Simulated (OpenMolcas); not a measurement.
## Ar+: CASPT2 settings compared

| Item | Value |
| --- | --- |
| Program | OpenMolcas 26.06 |
| Basis | ANO-RCC-VDZ [4s3p] |
| Scalar Hamiltonian | DKH4, point nucleus |
| Active space | 7 electrons in 8 orbitals (3s 3p 4s 4p) |
| State averaging | 2S+1 = 2 odd, 3 roots; 2S+1 = 2 even, 1 root |
| Spin-orbit coupling | state interaction with AMFI integrals over the reference wave functions, term energies averaged over their components |

Methods on the same reference wave functions:
A. CASSCF
B. SS-CASPT2, IPEA 0.3 Eh, real shift 0.05 Eh (closed shells correlated: 2s 2p)
C. SS-CASPT2, IPEA 0.15 Eh, imaginary shift 0.1 Eh (closed shells correlated: none)
D. SS-CASPT2, IPEA 0.1 Eh, sigma1 regulariser 0.15 Eh (closed shells correlated: 2s 2p)

Energies in cm-1 above 3s2 3p5 2P* 3/2, the measured ground level; measured values from NIST Handbook of Basic Atomic Spectroscopic Data.

```
          Level       A       B       C       D  Measured
3s2 3p5 2P* 3/2     0.0     0.0     0.0     0.0       0.0
3s2 3p5 2P* 1/2    1353    1353    1353    1353      1432
  3s 3p6 2S 1/2  148818  148926  148818  148925    108722
```

Deviations, from unrounded energies. A percentage is the sum of absolute deviations over the sum of measured energies, with the sign that they share, or ± where signs differ.

```json
{"Against measurement": "mean absolute deviation (cm-1)", "Levels": "2", "A": "20000", "B": "20000", "C": "20000", "D": "20000"}
{"Against measurement": "fine structure of the ground term (%)", "Levels": "1", "A": "-5.5", "B": "-5.5", "C": "-5.5", "D": "-5.5"}
{"Against measurement": "other configurations (%)", "Levels": "1", "A": "+36.9", "B": "+37.0", "C": "+36.9", "D": "+37.0"}
```

A, B, C, D lie about equally close to measurement. The largest miss of C in the table is 3s 3p6 2S 1/2, by +40000 cm-1. The ranking rests on the paired levels alone, and a cruder setting can come out closer through cancelling errors.

Among B to D the level of the table that moves most is 3s 3p6 2S 1/2, by 110 cm-1 (lowest in C, highest in B).

The lowest spin-free term lies below A's lowest term by 0.004 hartree in B, -0.000 hartree in C, 0.004 hartree in D.

Active for correlation alone: 4p 4s; no level in the range computed is led by a configuration that fills them, so any true level of that kind is missing. Without dynamic correlation excited terms often stand tens of per cent too high (terms of higher spin than the ground term too low), and those without a measured partner can miss by more than the paired ones (holds for A). Measured partners are found by configuration, term and J. A level has none where our copy of the source lacks it or the pairing is in doubt (some pairs that miss far off the trend of their configuration count as doubtful), and it then counts in no deviation. Only configurations of the active space appear.

* marks odd parity.
